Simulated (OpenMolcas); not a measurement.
Fe2+ (d6) among equal point charges was computed by CASSCF with the d shell active (OpenMolcas, ANO-RCC-VDZP on the metal). Its lowest spin-free states, and all those of the highest spin:

```
2S+1  Degeneracy  E (cm-1)
   5           3       0.0
   5           2      5177
   3           3     20172
   3           3     21874
   3           3     23355
   3           2     25011
   3           3     26220
   3           3     26678
   1           1     27875
   3           1     28643
   3           3     28974
   3           3     28995
```

Is the site octahedral, tetrahedral or cube-like, axial, or of lower symmetry?

The states with 2S+1 = 5 have orbital degeneracies 3, 2. Threefold states need a cubic site. For d6 at this spin an octahedron puts the threefold T2 below the twofold E and a tetrahedron or cube puts the twofold E below the threefold T2, so the site is octahedral. The first gap at this spin, 5180 cm-1, is |10Dq| in ligand-field theory. The run had Fe2+ among 6 point charges of -2 e arranged as an octahedron (Oh), 2.12 Å from the ion.

An orbital triplet at a regular site is open to Jahn-Teller coupling, which can distort the site and quench the lowest spin-orbit gaps and is left out. Without dynamic correlation the repulsion within the d shell is too large (B by tens of per cent), so at a given field states of lower spin stand too high. This is an electrostatic model: the charges have no orbitals. No measured value stands beside these numbers.
